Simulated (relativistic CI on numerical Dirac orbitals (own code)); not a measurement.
Method of calculation: Dirac-Coulomb-Breit CI, KLI orbitals optimised for each configuration, model QED (radiative potential, 1s self-energy scaled to tabulated hydrogen-like ionisation energies), unscaled Slater integrals (own radial code, finite nucleus).

Configuration list (outside the closed core 1s2): 2s2 2p6, 2s2 2p5 3s, 2s2 2p5 3p, 2s2 2p5 3d, 2s 2p6 3s, 2s 2p6 3p, 2s 2p6 3d, 2s2 2p5 4s, 2s2 2p5 4p, 2s2 2p5 4d, 2s2 2p5 4f, 2s2 2p4 3s2, 2s2 2p4 3s 3p, 2s2 2p5 5s, 2s2 2p5 5p, 2s2 2p4 3s 3d, 2s 2p6 4s, 2s2 2p4 3p2, 2s2 2p5 5d, 2s2 2p5 5f, 2s2 2p5 5g, 2s 2p6 4p, 2s2 2p4 3p 3d, 2s 2p6 4d, 2s 2p6 4f, 2s 2p5 3s2, 2s2 2p4 3d2, 2s 2p5 3s 3p, 2s 2p5 3s 3d, 2s 2p5 3p2, 2s 2p6 5s, 2s 2p5 3p 3d, 2s 2p6 5p, 2s 2p6 5d, 2s 2p6 5f, 2s 2p6 5g. Levels of other configurations are missing.

At this charge energies of transitions that change n are usually good to better than 1 %, and those within a shell (Δn = 0) to a few per cent.

Outline of the computed level scheme of Bi LXXIV. Lowest level of each configuration: 2s2 2p6 1S_0 at 0.0 eV; 2s2 2p5 3s 3P°_2 at 10493.8 eV; 2s2 2p5 3p 3P_1 at 10673.8 eV; 2s2 2p5 3d 3P°_0 at 11515.1 eV; 2s 2p6 3s 3S_1 at 13448.6 eV; 2s 2p6 3p 3P°_1 at 13632.7 eV; 2s 2p6 3d 3D_1 at 14483.2 eV; 2s2 2p5 4s 3P°_2 at 14891.4 eV; 2s2 2p5 4p 3P_1 at 14965.2 eV.

Some strong electric-dipole decays among the lowest 45 levels: 2s2 2p5 3d 1P°_1 → 2s2 2p6 1S_0 (4.5e+15 s⁻¹); 2s2 2p5 3d 3D°_1 → 2s2 2p6 1S_0 (2.8e+15 s⁻¹); 2s 2p6 3p 3P°_1 → 2s2 2p6 1S_0 (8.3e+14 s⁻¹); 2s 2p6 3p 1P°_1 → 2s2 2p6 1S_0 (6.9e+14 s⁻¹); 2s2 2p5 3s 1P°_1 → 2s2 2p6 1S_0 (2.8e+14 s⁻¹); 2s2 2p5 3d 3P°_1 → 2s2 2p6 1S_0 (2.0e+14 s⁻¹); 2s2 2p5 4p 3P_1 → 2s2 2p5 3s 3P°_2 (9.8e+13 s⁻¹); 2s2 2p5 4s 1P°_1 → 2s2 2p6 1S_0 (9.5e+13 s⁻¹).

LS names give the leading component of a level, which can be under half, so a name can repeat, a term be missing and a line seem to break the LS rules.
